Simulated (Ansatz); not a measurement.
Calculated with Ansatz (gas phase, PBE0-D4/def2-TZVP geometries, no zero-point term in ΔE). CBS: MP2 limit from def2 TZ/QZ plus the TZ coupled-cluster correction, frozen cores. For Br, Zn outer-core shells are correlated without core-valence functions, which leaves a few kJ/mol of doubt a bond. Scalar relativity is left out up to krypton. One conformer a species, not always the lowest.

`N[CH2][Zn][F]` + HBr → `[F][Zn][Br]` + CH₃NH₂  (ligand exchange at a Zn–C bond)

```csv
species,CCSD(T)/CBS(def2) energy (Eh)
`N[CH2][Zn][F]`,-1973.35193
HBr,-2573.91920
`[F][Zn][Br]`,-4451.58211
CH₃NH₂,-95.75281
```

Task: Work out ΔE.

Result: ΔE = (-4451.58211) + (-95.75281) − (-1973.35193) − (-2573.91920) = -0.06379 Eh = -40.0 kcal/mol.

Largest T1 diagnostic among the species: 0.015.

From PBE to PBE0 (25 % exact exchange), in def2-TZVPP and without D4, ΔE moves by −3.7 kcal/mol. In def2-TZVPP, CCSD(T) changes the Hartree–Fock value by +12.0 kcal/mol (the triples alone add +1.4 kcal/mol) and MP2 by +12.5 kcal/mol.
